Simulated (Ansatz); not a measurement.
The same hydrogenolysis along the group F, Cl, Br.

Calculated with Ansatz (gas phase, PBE0-D4/def2-TZVP geometries, no zero-point term in ΔE). CCSD(T)/CBS adds triple-zeta CCSD(T) − MP2 to the extrapolated MP2 energy (def2 sets, frozen cores). This one scheme is used for every species. DFT in def2-TZVPP. B3LYP here is the variant with VWN-RPA as its local correlation; programs differ in this. For Br outer-core shells are correlated without core-valence functions, which leaves a few kJ/mol of doubt a bond. Scalar relativity is left out up to krypton. Each species was taken in one conformer, which may not be the lowest.

| reaction | MP2/CBS(def2) (kJ/mol) | LDA (SPW92) (kJ/mol) | revPBE-D4 (kJ/mol) | B3LYP-D4 (kJ/mol) | CCSD(T)/CBS(def2) (kJ/mol) |
| --- | --- | --- | --- | --- | --- |
| `[F][Al]([SH])[SH]` + H₂ → `[SH][AlH][SH]` + H–F | 166 | 151 | 155 | 163 | 159 |
| `[SH][Al]([SH])[Cl]` + H₂ → `[SH][AlH][SH]` + HCl | 153 | 132 | 141 | 141 | 143 |
| `[SH][Al]([SH])[Br]` + H₂ → `[SH][AlH][SH]` + HBr | 155 | 129 | 139 | 138 | 143 |

Largest T1 diagnostic: 0.012, for `[F][Al]([SH])[SH]`.
